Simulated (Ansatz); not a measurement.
InTe, multiplicity 2 (lowest of 2S+1 = 2, 4 at PBE0/def2-TZVPP; our sources give no spin for the ground state, which may be another), most abundant isotopes (114.9039 and 129.9062 u). Constants from fifth-degree fits in 1/R to seven points on the lowest solution found; no spin–orbit coupling, no relativity up to Kr; ω_e x_e and α_e move by some per cent with the fit.

Correlated levels freeze the inner cores; with def2 sets outer-core shells near the valence are correlated too.

Run with Ansatz (Gaussian basis) for Hartree–Fock, density functionals and correlated methods. Values without a source in brackets are computed. In def2 rows elements past Kr take small-core potentials, without spin–orbit coupling.

```csv
level,r_e (Å),ω_e (cm⁻¹),ω_e x_e (cm⁻¹),α_e (cm⁻¹)
PBE/def2-TZVPP,2.6144,193.6,0.581,0.000145
CCSD(T)/def2-TZVPP,2.5908,203.3,0.615,0.000147
```

Problem. Derive the rotational constants, the centrifugal constant, the fundamental, the zero-point energy and the force constant.

Solution. 
μ = 60.97268 u.
- PBE/def2-TZVPP: B_e = 16.8576/(μ r_e²) = 0.040450 cm⁻¹; B₀ = B_e − α_e/2 = 0.040378 cm⁻¹; D = 4B_e³/ω_e² = 7.07e-09 cm⁻¹; fundamental ω_e − 2ω_e x_e = 192 cm⁻¹; zero-point energy ω_e/2 − ω_e x_e/4 = 97 cm⁻¹; k = μ(2πcω_e)² = 135 N/m
- CCSD(T)/def2-TZVPP: B_e = 16.8576/(μ r_e²) = 0.041192 cm⁻¹; B₀ = B_e − α_e/2 = 0.041118 cm⁻¹; D = 4B_e³/ω_e² = 6.76e-09 cm⁻¹; fundamental ω_e − 2ω_e x_e = 202 cm⁻¹; zero-point energy ω_e/2 − ω_e x_e/4 = 101 cm⁻¹; k = μ(2πcω_e)² = 148 N/m

Ansatz is a first-principles code.
